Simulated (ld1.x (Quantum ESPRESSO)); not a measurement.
**Transferability test, TM semilocal potential for Sn**

Sn (Z = 50), norm-conserving Troullier–Martins (semilocal form), made with ld1.x (Quantum ESPRESSO) 7.5 (PBEsol, non-relativistic). Core [Kr] 4d10, reference 5s1.5 5p2.5. Waves: 5s (bound): rc 1.55 bohr; 5p (bound): rc 2.10 bohr. Local part: the p channel. Core correction: none.

Energies are relative to the spin-unpolarised reference configuration 5s1.5 5p2.5; without spin polarisation the order of configurations can differ from experiment.

```json
{"valence configuration": "5s2 5p2", "charge": "0", "ΔE all-electron (eV)": "-3.057", "error AE − PS (meV)": "+3.1"}
{"valence configuration": "5s2 5p1", "charge": "+1", "ΔE all-electron (eV)": "3.903", "error AE − PS (meV)": "+0.9"}
{"valence configuration": "5s0 5p4", "charge": "0", "ΔE all-electron (eV)": "9.433", "error AE − PS (meV)": "+69"}
{"valence configuration": "5s2 5p1.5", "charge": "+0.5", "ΔE all-electron (eV)": "-0.396", "error AE − PS (meV)": "+2.6"}
{"valence configuration": "5s2 5p2.3", "charge": "-0.3", "ΔE all-electron (eV)": "-3.932", "error AE − PS (meV)": "+2.9"}
```

(1) What are ΔE and the potential's error for 5s2 5p0?

(2) What are ΔE and the potential's error for 5s1 5p3?

Levels in the configuration 5s2 5p1.5:

| level | all-electron (eV) | pseudo (eV) |
| --- | --- | --- |
| 5s | -13.286 | -13.300 |
| 5p | -6.913 | -6.915 |

## Answers

(1) ΔE = 17.881 eV all-electron; the error (AE − PS) is +5.1 meV.

(2) ΔE = 3.102 eV all-electron; the error (AE − PS) is +4.2 meV.

ld1.x printed “convergence not achieved” for 4 of the counted tests; their residual had stalled under 1e-8, short of the target of 1e-14.
